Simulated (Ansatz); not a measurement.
Basis-set series for CH₇GeN, SMILES `C[NH][GeH3]`. The species carries charge 0 and has multiplicity 1. All single points use the PBE0-D4/def2-TZVP geometry.

| atom | x (Å) | y (Å) | z (Å) |
| --- | --- | --- | --- |
| C1 | 0.3964 | 1.1114 | -0.7590 |
| N2 | -0.1250 | -0.2409 | -0.7097 |
| Ge3 | -0.4705 | -0.9743 | 0.9403 |
| H4 | 0.4062 | 1.4757 | -1.7904 |
| H5 | 1.4115 | 1.2291 | -0.3511 |
| H6 | -0.2617 | 1.7773 | -0.1934 |
| H7 | 0.3960 | -0.8631 | -1.3115 |
| H8 | -0.9423 | -2.4170 | 0.7062 |
| H9 | -1.5724 | -0.1207 | 1.5891 |
| H10 | 0.7618 | -0.9774 | 1.8796 |

| functional | basis | functions | energy (Eh) | HOMO (eV) | LUMO (eV) |
| --- | --- | --- | --- | --- | --- |
| PBE0-D4 | def2-TZVPP | 208 | -2173.72305 | -6.66 | 0.56 |
| PBE0-D4 | def2-QZVPP | 413 | -2173.77431 | -6.69 | 0.27 |
| ωB97M-V | def2-TZVPP | 208 | -2173.92109 | -8.99 | 2.16 |
| ωB97M-V | def2-QZVPP | 413 | -2173.97122 | -9.02 | 1.61 |

(1) Give the rows for def2-SVP. (An estimate is asked.)

## Answers

(1) The calculation gave: 
```csv
functional,basis,functions,energy (Eh),HOMO (eV),LUMO (eV)
PBE0-D4,def2-SVP,95,-2173.35035,-6.50,0.96
ωB97M-V,def2-SVP,95,-2173.54272,-8.81,2.75
```

Positive LUMOs are unbound and depend on the basis. Scalar relativity is left out up to krypton.

Results of the Gaussian-basis code of Ansatz.
